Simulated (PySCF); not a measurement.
Species: HCF2CF2OMe, C3H4F4O.
Geometry (PBE0-D3(BJ)/def2-TZVP, Å), atoms numbered from 1 in this order:
```xyz
12
C3H4F4O angstrom
C     -1.8995    0.1805    0.0295
O     -0.5392    0.6109    0.0317
C      0.3795   -0.3492    0.2013
F      0.2716   -1.3327   -0.7173
F      0.2571   -0.9549    1.4110
C      1.7705    0.2926    0.1278
F      1.9564    0.8179   -1.0951
F      2.7047   -0.6506    0.3342
H     -2.4904    1.0797   -0.1235
H     -2.1604   -0.2775    0.9849
H     -2.0794   -0.5217   -0.7854
H      1.8701    1.0787    0.8818
```

The closed-shell ground state was solved at several levels (PySCF, density fitting, gas phase, non-relativistic). One conformer (not necessarily the lowest) at the PBE0-D3(BJ)/def2-TZVP geometry, without solvent, vibrations or thermal averaging.

```json
{"level": "B97-2/pcSseg-2", "basis functions": "344", "HOMO (eV)": "-9.15", "LUMO (eV)": "0.68", "gap (eV)": "9.83", "dipole (D)": "2.75"}
{"level": "PBE0/pcSseg-2", "basis functions": "344", "HOMO (eV)": "-9.44", "LUMO (eV)": "0.66", "gap (eV)": "10.10", "dipole (D)": "2.76"}
{"level": "wB97X-D/pcSseg-2", "basis functions": "344", "HOMO (eV)": "-11.38", "LUMO (eV)": "2.36", "gap (eV)": "13.74", "dipole (D)": "2.78"}
```

What might KT3/pcSseg-2 (344 basis functions) give for the same quantities?

HOMO -7.90 eV, LUMO -0.30 eV, gap 7.60 eV, dipole 2.63 D.

Over all these levels, which gives the widest orbital gap and which the narrowest?

wB97X-D/pcSseg-2 (range-separated hybrid) has the widest, 13.74 eV, and KT3/pcSseg-2 (GGA) the narrowest, 7.60 eV. From the narrowest to the widest the HOMO moves by -3.48 eV and the LUMO by +2.66 eV.

In the pcSseg-2 basis, how does the gap go with the fixed share of exact exchange?

KT3 (0 %) 7.60 eV; B97-2 (21 %) 9.83 eV; PBE0 (25 %) 10.10 eV. Each rise in the share widens the gap here.

How far do the dipole and the HOMO energy spread over the levels?

The dipole runs from 2.63 to 2.78 D (mean 2.73 D) and the HOMO from -11.38 to -7.90 eV.
